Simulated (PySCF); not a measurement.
Ge: ionisation energy

Ge [Ar] 3d10 4s2 4p2 (3P) → Ge⁺ [Ar] 3d10 4s2 4p1 (2P), as a difference of total energies. Computed with PySCF 2.14 in aug-cc-pVDZ-PP with ECP10MDF (5s4p3d, 32 functions), with scalar relativity through the core potential. Correlated levels: valence: 3s2 3p6 3d10 frozen. The calculations carry no spin-orbit coupling.

| method | ionisation energy (eV) | error (eV) |
| --- | --- | --- |
| UHF | 7.411 | -0.514 |
| r2SCAN | 8.024 | +0.099 |
| B3LYP | 7.839 | -0.086 |
| MP2 (valence) | 7.680 | -0.245 |
| SCS-MP2 (valence) | 7.610 | -0.315 |
| CCSD (valence) | 7.710 | -0.215 |
| CCSD(T) (valence) | 7.722 | -0.203 |

Reference: 7.925 eV (measured; NIST levels, between the centres of gravity of the two terms).

Errors of the correlated levels include the incompleteness of this basis and the frozen core.
